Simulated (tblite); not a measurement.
Compound: C7H6NP.
SMILES with atom numbers: `[CH3:1][c:2]1[cH:3][p:4][cH:5][cH:6][c:7]1[C:8]#[N:9]` (hydrogens: H10, H11, H12 on C1; H13 on C3; H14 on C5; H15 on C6)

Geometry (GFN2-xTB, Å), atoms numbered from 1 in this order:
```xyz
15
C7H6NP angstrom
C      2.021   -0.212    0.242
C      0.536   -0.387    0.137
C     -0.039   -1.622    0.352
P     -1.729   -2.012    0.273
C     -2.382   -0.455   -0.134
C     -1.640    0.688   -0.312
C     -0.250    0.732   -0.186
C      0.382    1.978   -0.398
N      0.880    2.996   -0.574
H      2.510   -1.149    0.498
H      2.260    0.530    1.004
H      2.426    0.151   -0.702
H      0.622   -2.447    0.597
H     -3.456   -0.393   -0.253
H     -2.147    1.611   -0.566
```

Method: GFN2-xTB as coded in tblite; computed harmonic values from a numerical Hessian at the method's own geometry, unscaled. Against measured fundamentals such values can be off by several per cent, at times by over 20.

Q: How many normal modes are there?

A: 15 atoms, non-linear: 3N − 6 = 39.

Q: What is the point group of the computed structure, and how do the modes divide by symmetry?

A: Cs. The vibrations span 26 a′ + 13 a″.

Q: How many distinct wavenumbers does the calculation give?

A: 39: Cs has no degenerate species.

Q: How many fundamentals are allowed in the infrared by symmetry?

A: 39 of 39: in Cs every mode is allowed. All fundamentals are allowed in the Raman spectrum.

Q: What zero-point energy do the modes add up to?

A: Half the sum of the wavenumbers, 23589 cm⁻¹, or 2.925 eV from 39 modes; those above 1550 cm⁻¹ give 1.275 eV of it.

Q: How far is the lowest real mode excited at 298.15 K, as a harmonic oscillator?

A: 74.5 cm⁻¹ is a vibrational temperature θ of 107 K. The population of v = 1 over v = 0 is exp(−θ/T) = 0.7, and the mean quantum number is 2.3.
